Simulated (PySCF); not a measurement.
How the method moves the HOMO and LUMO of `O[SiH2]CC[SiH3]`

Species: C2H10OSi2.
Structure used (PBE0-D3(BJ)/def2-SVP), in Å, numbered top down from 1:
```xyz
15
C2H10OSi2 angstrom
O      2.198   -0.400    1.131
Si     1.959   -0.082   -0.492
C      0.188    0.506   -0.638
C     -0.827   -0.513   -0.104
Si    -2.613    0.090   -0.164
H      3.043   -0.782    1.383
H      2.168   -1.322   -1.310
H      2.914    0.962   -0.988
H      0.109    1.462   -0.092
H     -0.010    0.748   -1.698
H     -0.765   -1.458   -0.672
H     -0.585   -0.776    0.940
H     -3.553   -0.951    0.358
H     -3.001    0.417   -1.573
H     -2.770    1.330    0.659
```

Basis pcSseg-1 throughout (PySCF), one geometry. The structure is a single PBE0-D3(BJ)/def2-SVP conformer in the gas phase; no vibrational or solvent corrections.

How do the orbital energies, the gap and the dipole change with the method?

```tsv
method	kind	HOMO (eV)	LUMO (eV)	gap (eV)	μ (D)	SCF cycles
B97-2	global hybrid	-7.72	0.55	8.27	1.56	13
PBE0	global hybrid	-7.96	0.53	8.49	1.57	13
mPW1PW91	global hybrid	-7.99	0.54	8.53	1.57	13
BHandHLYP	global hybrid	-9.10	1.38	10.48	1.62	11
CAM-B3LYP	range-separated hybrid	-9.28	1.50	10.78	1.60	12
wB97X-D	range-separated hybrid	-9.80	2.35	12.15	1.58	13
LC-wPBE	range-separated hybrid	-10.63	2.78	13.40	1.60	13
```

The HOMO spans 2.91 eV, from B97-2 down to LC-wPBE, and the gap runs from 8.27 eV (B97-2) to 13.40 eV (LC-wPBE). Over the methods B97-2 (21 %), PBE0 (25 %), mPW1PW91 (25 %), BHandHLYP (50 %), a straight line through the gap against the share of exact exchange rises by 0.78 eV for each 10 % (correlation coefficient 0.999). The dipole ranges from 1.56 D (B97-2) to 1.62 D (BHandHLYP). This basis has no diffuse functions.
